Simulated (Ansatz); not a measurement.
Geometry optimisation, Ansatz 0.2.0, RKS B3LYP-D4/def2-mTZVP.

input.yaml

```yaml
crystal:
  periodic: [false, false, false]
  atoms:
    - { symbol: Ge, position_ang: [0.0, 0.0, 0.0] }
    - { symbol: F, position_ang: [0.0, 0.0, 1.68] }
    - { symbol: H, position_ang: [1.4616, 0.0, -0.5162] }
    - { symbol: H, position_ang: [-0.73, 1.2648, -0.5162] }
    - { symbol: H, position_ang: [-0.73, -1.2648, -0.5162] }
basis:
  gaussian: { orbitals: def2-mTZVP }
hamiltonian:
  xc: b3lyp
  dispersion: d4
relax:
  f_tol: 0.02
  max_steps: 40
```

Launched with:

```bash
$ ansatz run input.yaml --threads 1 --pin off --max-ram 2048MiB --backend cpu --events-out ev --progress --plain --runs-dir out
```

Q: Where does it end, and by what steps?

A: The run converged. After 3 steps the energy has fallen by 0.109 eV; Ge1 moved furthest, 0.07 Å.

| step | energy less start (eV) | largest force component (eV/Å) | accepted |
| --- | --- | --- | --- |
| 0 | 0.0000 | 2.973 | yes |
| 1 | -0.0829 | 1.308 | yes |
| 2 | -0.1089 | 0.082 | yes |
| 3 | -0.1094 | 0.010 | yes |

```xyz
5
Properties=species:S:1:pos:R:3
Ge 0.000 0.000 -0.067
F 0.000 0.000 1.691
H 1.474 0.000 -0.497
H -0.737 1.277 -0.497
H -0.737 -1.277 -0.497
```

Whether the end is a true minimum wasn't checked by a vibrational analysis.

The run took 7.7 s on 1 thread of Arm Neoverse V2, on a shared host, peak memory 0.11 GiB.
